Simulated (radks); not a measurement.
Values are calculated unless marked as measured or tabulated.
Question: Ionisation of Ru+, [Kr] 4d7, to Ru2+, [Kr] 4d6, under several functionals. Scalar-relativistic Kohn-Sham, spin-polarised, spherical densities, point nucleus; open shells are filled with parallel spins first (spin-orbit coupling, left out, can overturn this in heavy ions); a radial shooting solver on a logarithmic mesh with Libxc functionals. The NIST Atomic Spectra Database gives 16.8 eV (semi-empirical). Rank these functionals by the error of their Delta-SCF ionisation energy: OLYP; LDA (Slater exchange, VWN5 correlation); PW91; LDA (Slater exchange, Perdew-Wang correlation); revPBE; BP86; AM05; PBE.

Answer: From best to worst: AM05 16.760 eV (0.000); PW91 16.797 eV (+0.037); PBE 16.717 eV (-0.043); BP86 16.884 eV (+0.124); revPBE 16.607 eV (-0.153); OLYP 16.596 eV (-0.164); LDA (Slater exchange, VWN5 correlation) 17.132 eV (+0.372); LDA (Slater exchange, Perdew-Wang correlation) 17.134 eV (+0.374). Open shells are spherical and high-spin; term and fine-structure splittings are not resolved.
